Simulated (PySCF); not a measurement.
CH4MgO. Atoms are numbered in the order given.

```xyz
7

Mg     0.0000     0.0000     1.4009
H      0.0000     0.0000     3.0858
O      0.0000     0.0000    -0.3655
C      0.0000     0.0000    -1.7512
H     -0.8846    -0.5107    -2.1548
H      0.0000     1.0215    -2.1548
H      0.8846    -0.5107    -2.1548
```
Charge 0, spin multiplicity 1.

Geometry optimised at B3LYP-D3(BJ)/def2-TZVP.

Calculation: KT2/pcSseg-2 run with PySCF.

GIAO shieldings, no solvent; atoms alike by connectivity are averaged. δ = σ(ref) − σ: ¹H against TMS (σ = 31.47 ppm); ¹⁷O against H2O (σ = 324.0 ppm); ¹³C against TMS (σ = 184.2 ppm), references at their B3LYP-D3(BJ)/def2-TZVP geometries, non-relativistic.

```tsv
nucleus	atoms	count	δ (ppm)
¹H	H2	1	4.44
¹H	H5, H6, H7	3	4.36
¹⁷O	O3	1	-1.5
¹³C	C4	1	60.3
```
